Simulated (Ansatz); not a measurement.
C₆H₁₅Ge (SMILES C[CH2][Ge]([CH2]C)[CH2]C), doublet (typed; the unrestricted solution is spin-contaminated), geometry from GFN2-xTB, with bond 14-4 at 3.0 times its length; Ansatz (a quantum-chemistry and plane-wave program) with PBE0/STO-3G.

Input for Ansatz:
Ansatz 0.2 input:
```yaml
crystal:
  periodic: [false, false, false]
  atoms:
    - {symbol: C, position_ang: [-1.57145872, -2.22150581, 0.50969305]}
    - {symbol: C, position_ang: [-0.91245259, -1.81003440, -0.79572773]}
    - {symbol: Ge, position_ang: [0.12284013, -0.04244397, -0.62153642]}
    - {symbol: C, position_ang: [-1.27114751, 1.29773669, 0.07701204]}
    - {symbol: C, position_ang: [-0.71820881, 2.68061609, 0.36771047]}
    - {symbol: C, position_ang: [1.39590716, -0.35918176, 0.96575665]}
    - {symbol: C, position_ang: [2.63117550, 0.52419284, 0.98083164]}
    - {symbol: H, position_ang: [-2.06971566, -3.18549676, 0.39762252]}
    - {symbol: H, position_ang: [-0.83442010, -2.31321421, 1.30514925]}
    - {symbol: H, position_ang: [-2.31784538, -1.49110771, 0.81428645]}
    - {symbol: H, position_ang: [-0.21367059, -2.58178824, -1.12011506]}
    - {symbol: H, position_ang: [-1.66357524, -1.70263136, -1.57837238]}
    - {symbol: H, position_ang: [-2.08559551, 1.36184177, -0.64482459]}
    - {symbol: H, position_ang: [-2.46432254, -0.02872033, 2.82184188]}
    - {symbol: H, position_ang: [0.07903594, 2.62772987, 1.10646475]}
    - {symbol: H, position_ang: [-1.49685001, 3.33713303, 0.75788393]}
    - {symbol: H, position_ang: [-0.31609015, 3.13257028, -0.53717094]}
    - {symbol: H, position_ang: [0.80258919, -0.18947991, 1.86580780]}
    - {symbol: H, position_ang: [1.69259015, -1.40829896, 0.94840887]}
    - {symbol: H, position_ang: [2.35619036, 1.57694453, 0.98932034]}
    - {symbol: H, position_ang: [3.24136662, 0.34191919, 0.09825833]}
    - {symbol: H, position_ang: [3.24108864, 0.32555962, 1.86283402]}
basis:
  gaussian:
    orbitals: STO-3G
hamiltonian:
  xc: pbe0
magnetization: {spin_polarized: true, initial_magnetization: 1}
scf: {lower_state_search: standard}
```

Q: Predict the main parts of the log of this Ansatz run.

A: 
```
Functional definition: PBE0
817 factors; integrals over basis functions are off by at most 3.8e-5 eV
mean field evaluation 1: about -62129.9010 eV, gradient 1.2e2 eV
mean field evaluation 2: about -62140.7275 eV, gradient 7.6e1 eV
mean field evaluation 4: about -62225.9567 eV, gradient 1.7e1 eV
mean field evaluation 8: about -62237.5077 eV, gradient 3.7e0 eV
mean field evaluation 16: about -62237.8882 eV, gradient 1.7e-1 eV
mean field evaluation 32: about -62237.8233 eV, gradient 1.4e-1 eV
mean field evaluation 64: about -62237.8114 eV, gradient 1.3e-4 eV
mean field -62237.82364023 eV, -2287.1978324665 hartree, gradient 4.1e-5 eV, S^2 1.358118; 6 other end points of the search recorded, 0 dependent functions left out
reference -62237.82366737 eV, -2287.1978334638 hartree; 42, 41 occupied and 21, 22 virtual orbitals, 817 factors
Total energy: -62237.82366737 eV, -2287.1978334638 hartree
```
